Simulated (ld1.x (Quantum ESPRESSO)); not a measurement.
# Cutoff test, platinum, TM

| Quantity | Value |
| --- | --- |
| Element | platinum (Pt) |
| Generator | ld1.x (Quantum ESPRESSO) 7.5 |
| Type | norm-conserving Troullier–Martins (Kleinman–Bylander form) |
| Functional | PBE |
| Relativity | scalar-relativistic |
| Frozen core | [Kr] 4d10 4f14 |
| Valence charge | 18 |
| Reference configuration | 5s2 5p6 5d9 6s0 6p1 |
| Partial waves | 5s (bound): rc 1.30 bohr; 5p (bound): rc 1.70 bohr; 5d (bound): rc 2.05 bohr |
| Local potential | all-electron potential smoothed inside 1.05 bohr (lloc = -2) |
| Core correction | none |

Occupied shells without a wave of their own: 6p. They enter only through the test configuration that unscreens the potential.

The pseudo-atom Hamiltonian at the reference potential is diagonalised in spherical Bessel functions j_l(qr) that vanish at 20 bohr, with q² up to the cutoff. All-electron valence levels (Ry): 5s -7.6342, 6s -0.5239, 5p -4.2699, 6p -0.1349, 5d -0.5964.

Task: How do the lowest levels (Ry) of each channel move with the cutoff, and are there ghosts?

Result:

| cutoff (Ry) | s #1 | s #2 | s #3 | p #1 | p #2 | d #1 | f #1 | f #2 | Σ f·Δε (mRy) |
| --- | --- | --- | --- | --- | --- | --- | --- | --- | --- |
| 8 | -7.1216 | -0.4858 | -0.0325 | -2.9861 | -0.0789 | -0.0543 | 0.0859 | 0.2066 | 13668.9 |
| 12 | -7.2261 | -0.5612 | -0.0393 | -3.7776 | -0.1075 | -0.2334 | 0.0859 | 0.2066 | 7070.6 |
| 21 | -7.3165 | -0.5817 | -0.0415 | -4.2403 | -0.1357 | -0.5138 | 0.0859 | 0.2066 | 1561.9 |
| 30 | -7.4804 | -0.5823 | -0.0415 | -4.2660 | -0.1405 | -0.5823 | 0.0859 | 0.2066 | 459.2 |
| 40 | -7.5937 | -0.5830 | -0.0415 | -4.2671 | -0.1410 | -0.5958 | 0.0859 | 0.2066 | 103.3 |
| 50 | -7.6088 | -0.5838 | -0.0417 | -4.2693 | -0.1411 | -0.5963 | 0.0859 | 0.2066 | 55.7 |
| 70 | -7.6164 | -0.5910 | -0.0424 | -4.2698 | -0.1412 | -0.5964 | 0.0859 | 0.2066 | 36.3 |
| 90 | -7.6301 | -0.5956 | -0.0429 | -4.2699 | -0.1412 | -0.5964 | 0.0859 | 0.2066 | 8.5 |
| 110 | -7.6331 | -0.5962 | -0.0429 | -4.2699 | -0.1412 | -0.5964 | 0.0859 | 0.2066 | 2.3 |
| 160 | -7.6340 | -0.5966 | -0.0430 | -4.2699 | -0.1412 | -0.5964 | 0.0859 | 0.2066 | 0.5 |
| 200 | -7.6342 | -0.5967 | -0.0430 | -4.2699 | -0.1412 | -0.5964 | 0.0859 | 0.2066 | 0.1 |
| 400 | -7.6342 | -0.5967 | -0.0430 | -4.2699 | -0.1412 | -0.5964 | 0.0859 | 0.2066 | 0.0 |

Result: no extra level below or beside the all-electron valence levels (s, p, d, f tested); 10 mRy is reached at 90 Ry and 1 mRy at 160 Ry.

Its largest configuration-test error is +1204 meV.
